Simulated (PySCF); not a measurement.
Atomic charges against the basis set

Species: CH₆AlClFN.
Atom-mapped SMILES: `[CH3:1][Al@-:2]([NH3+:3])([F:4])[Cl:5]` (hydrogens: H6, H7, H8 on C1; H9, H10, H11 on N3)

PBE0 throughout (PySCF), one geometry, spherical d and f functions. Geometry: PBE0-D3(BJ)/def2-SVP; no solvent, vibrations or thermal averaging. Atoms taken as equivalent share a column and are averaged.

Mulliken charges (e):

```
        basis  functions      C1     Al2      N3      F4     Cl5  H6/H7/H8  H9/H10/H11
       STO-3G         39  -0.455  +0.933  -0.500  -0.316  -0.540    +0.046      +0.247
        6-31G         65  -0.900  +1.092  -0.985  -0.528  -0.451    +0.191      +0.399
     pcSseg-0         65  -1.273  +1.449  -0.938  -0.525  -0.551    +0.241      +0.372
       6-31G*         90  -0.807  +0.842  -0.981  -0.471  -0.381    +0.187      +0.413
      cc-pVDZ        108  -0.316  +0.561  -0.129  -0.407  -0.330    +0.054      +0.153
     def2-SVP        108  -0.469  +0.823  -0.244  -0.430  -0.388    +0.063      +0.173
  aug-cc-pVDZ        177  +0.406  +1.355  -0.375  -0.697  -0.427    -0.203      +0.115
6-311+G(2d,p)        187  -0.943  +1.515  -0.841  -0.629  -0.472    +0.151      +0.305
    def2-TZVP        203  -0.635  +0.632  -0.539  -0.384  -0.354    +0.136      +0.291
      cc-pVTZ        242  -0.443  +0.441  -0.095  -0.361  -0.325    +0.098      +0.163
     IGLO-III        253  -0.742  +1.240  -0.686  -0.621  -0.461    +0.122      +0.301
```

IAO charges (e):

```
        basis  functions      C1     Al2      N3      F4     Cl5  H6/H7/H8  H9/H10/H11
       STO-3G         39  -0.753  +1.093  -0.530  -0.501  -0.441    +0.115      +0.262
        6-31G         65  -0.834  +1.068  -0.645  -0.574  -0.420    +0.160      +0.308
     pcSseg-0         65  -0.836  +1.078  -0.617  -0.564  -0.420    +0.155      +0.298
       6-31G*         90  -0.822  +1.128  -0.630  -0.586  -0.434    +0.148      +0.299
      cc-pVDZ        108  -0.819  +1.115  -0.623  -0.588  -0.426    +0.149      +0.298
     def2-SVP        108  -0.815  +1.119  -0.613  -0.587  -0.422    +0.144      +0.295
  aug-cc-pVDZ        177  -0.837  +1.136  -0.639  -0.601  -0.432    +0.153      +0.304
6-311+G(2d,p)        187  -0.847  +1.151  -0.646  -0.603  -0.434    +0.154      +0.305
    def2-TZVP        203  -0.848  +1.160  -0.645  -0.604  -0.436    +0.153      +0.304
      cc-pVTZ        242  -0.846  +1.154  -0.645  -0.602  -0.436    +0.153      +0.305
     IGLO-III        253  -0.849  +1.155  -0.647  -0.605  -0.430    +0.153      +0.305
```

Hirshfeld charges (e):

| basis | functions | C1 | Al2 | N3 | F4 | Cl5 | H6/H7/H8 | H9/H10/H11 |
| --- | --- | --- | --- | --- | --- | --- | --- | --- |
| STO-3G | 39 | -0.208 | +0.617 | -0.086 | -0.270 | -0.461 | -0.006 | +0.141 |
| 6-31G | 65 | -0.269 | +0.455 | -0.133 | -0.347 | -0.297 | +0.033 | +0.165 |
| pcSseg-0 | 65 | -0.278 | +0.475 | -0.131 | -0.343 | -0.298 | +0.027 | +0.165 |
| 6-31G* | 90 | -0.270 | +0.423 | -0.128 | -0.326 | -0.287 | +0.032 | +0.164 |
| cc-pVDZ | 108 | -0.281 | +0.443 | -0.147 | -0.324 | -0.274 | +0.030 | +0.164 |
| def2-SVP | 108 | -0.287 | +0.441 | -0.147 | -0.328 | -0.266 | +0.030 | +0.166 |
| aug-cc-pVDZ | 177 | -0.294 | +0.482 | -0.172 | -0.340 | -0.262 | +0.032 | +0.164 |
| 6-311+G(2d,p) | 187 | -0.285 | +0.473 | -0.162 | -0.340 | -0.264 | +0.029 | +0.163 |
| def2-TZVP | 203 | -0.288 | +0.459 | -0.163 | -0.331 | -0.264 | +0.030 | +0.165 |
| cc-pVTZ | 242 | -0.290 | +0.458 | -0.165 | -0.327 | -0.267 | +0.031 | +0.166 |
| IGLO-III | 253 | -0.292 | +0.457 | -0.171 | -0.331 | -0.249 | +0.030 | +0.165 |

Some averages cover members that differ in this geometry, most widely: H6/H7/H8, Mulliken in aug-cc-pVDZ -0.221 to -0.173; H9/H10/H11, Mulliken in aug-cc-pVDZ +0.103 to +0.132; H6/H7/H8, Mulliken in IGLO-III +0.112 to +0.139 e.

Q: Which scheme is steadiest as the basis changes?

A: Largest range over the bases for any column: IAO 0.12 e, Hirshfeld 0.21 e, Mulliken 1.68 e. IAO charges move least and Mulliken charges most, counted in e. Without the minimal STO-3G basis the ranges are IAO 0.09, Hirshfeld 0.06, Mulliken 1.68 e.

Q: How much do the charges still move between the two largest bases, cc-pVTZ and IGLO-III?

A: At most, over all atoms: Mulliken 0.800 e, IAO 0.006 e, Hirshfeld 0.019 e.

Q: What do the same runs give for the total energy, the frontier levels and the dipole moment?

A: 
```json
{"basis": "STO-3G", "energy (Eh)": "-888.1132", "HOMO (eV)": "-3.61", "LUMO (eV)": "7.00", "μ (D)": "6.83"}
{"basis": "6-31G", "energy (Eh)": "-898.5557", "HOMO (eV)": "-8.00", "LUMO (eV)": "0.15", "μ (D)": "6.90"}
{"basis": "pcSseg-0", "energy (Eh)": "-897.4469", "HOMO (eV)": "-8.01", "LUMO (eV)": "0.10", "μ (D)": "6.87"}
{"basis": "6-31G*", "energy (Eh)": "-898.6248", "HOMO (eV)": "-7.79", "LUMO (eV)": "0.39", "μ (D)": "6.33"}
{"basis": "cc-pVDZ", "energy (Eh)": "-898.6752", "HOMO (eV)": "-7.86", "LUMO (eV)": "0.23", "μ (D)": "6.14"}
{"basis": "def2-SVP", "energy (Eh)": "-898.3028", "HOMO (eV)": "-7.80", "LUMO (eV)": "0.16", "μ (D)": "6.16"}
{"basis": "aug-cc-pVDZ", "energy (Eh)": "-898.7020", "HOMO (eV)": "-8.02", "LUMO (eV)": "-1.05", "μ (D)": "5.96"}
{"basis": "6-311+G(2d,p)", "energy (Eh)": "-898.7615", "HOMO (eV)": "-8.03", "LUMO (eV)": "-0.91", "μ (D)": "6.00"}
{"basis": "def2-TZVP", "energy (Eh)": "-898.7816", "HOMO (eV)": "-7.95", "LUMO (eV)": "-0.34", "μ (D)": "5.98"}
{"basis": "cc-pVTZ", "energy (Eh)": "-898.7813", "HOMO (eV)": "-7.94", "LUMO (eV)": "-0.25", "μ (D)": "5.97"}
{"basis": "IGLO-III", "energy (Eh)": "-898.7831", "HOMO (eV)": "-7.92", "LUMO (eV)": "-0.53", "μ (D)": "5.85"}
```

The dipole is fixed by the density alone, so its range of 1.05 D shows that the density itself changes with the basis, not only its division among atoms.
